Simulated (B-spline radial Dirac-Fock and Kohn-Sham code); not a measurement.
**The He-like isoelectronic sequence (2 electrons), Z = 33 to 46**

Level of theory: Dirac-Fock ΔSCF + Breit + QED; a radial atomic solver. Binding energies in eV, tabulated ground configurations (1s2 throughout). No correlation.

```tsv
ion	outermost level	NIST ionisation energy
As³¹⁺	14446.0 (1s)	14447.68
Se³²⁺	15365.8 (1s)	15367.49
Br³³⁺	16315.3 (1s)	16317.01
Kr³⁴⁺	17294.7 (1s)	17296.42
Rb³⁵⁺	?	?
Sr³⁶⁺	19343.7 (1s)	19345.59
Zr³⁸⁺	21514.6 (1s)	21516.47 ± 0.006
Nb³⁹⁺	22646.1 (1s)	22648.05 ± 0.007
Mo⁴⁰⁺	23808.7 (1s)	23810.65 ± 0.009
Tc⁴¹⁺	25002.5 (1s)	25004.53 ± 0.01
Ru⁴²⁺	26227.8 (1s)	26229.89 ± 0.011
Rh⁴³⁺	27484.8 (1s)	27486.98 ± 0.012
Pd⁴⁴⁺	28773.8 (1s)	28776.03 ± 0.014
```

Q: Fill in the row of Rb³⁵⁺.

A: outermost 18304.1 (1s), NIST 18305.89 eV.

NIST's values are for the lowest levels; a dash marks a value that is missing or belongs to another shell. Their kind here: theoretical. 

Values without a named source are computed, but for edge energies of neutral atoms, which are taken from tables.
